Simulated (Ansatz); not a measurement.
C₂H₉AlSi, SMILES `[CH3][AlH][SiH2]C`. Total charge 0; spin multiplicity 1.

Cartesian coordinates in Å:
```
C 1.165 2.076 0.038
Al 1.359 0.296 -0.749
Si -0.298 -1.487 -0.373
C -1.736 -0.980 0.736
H 1.165 2.844 -0.743
H 0.255 2.197 0.630
H 2.020 2.301 0.685
H 2.637 0.009 -1.659
H 0.373 -2.684 0.223
H -0.844 -1.953 -1.686
H -2.278 -0.135 0.306
H -1.377 -0.679 1.723
H -2.440 -1.804 0.868
```

Q: List the harmonic frequencies (cm⁻¹, unscaled) at PBE0-D4/def2-TZVP in Ansatz. (Estimate.)

A: Ansatz gave: 20, 29, 77, 153, 203, 310, 358, 406, 534, 571, 643, 646, 671, 702, 754, 878, 888, 926, 1213, 1273, 1435, 1441, 1453, 1455, 1888, 2169, 2170, 3031, 3052, 3101, 3131, 3136, 3138.

Q: Is this a minimum?

A: Yes, all 33 modes are real.

Q: Give the ideal-gas thermochemistry at 298.15 K and 1 bar (rigid rotor, harmonic oscillator; point group Cs, symmetry number 1).

A: Zero-point energy 250.3 kJ/mol; H(298) − E = 276.1 kJ/mol; entropy 394.7 J/(mol·K), of which translation 164.7, rotation 113.2, vibration 116.8; G(298) − E = 158.4 kJ/mol. Modes under 100 cm⁻¹ are hindered rotations or soft bends, so the harmonic entropy is rough.
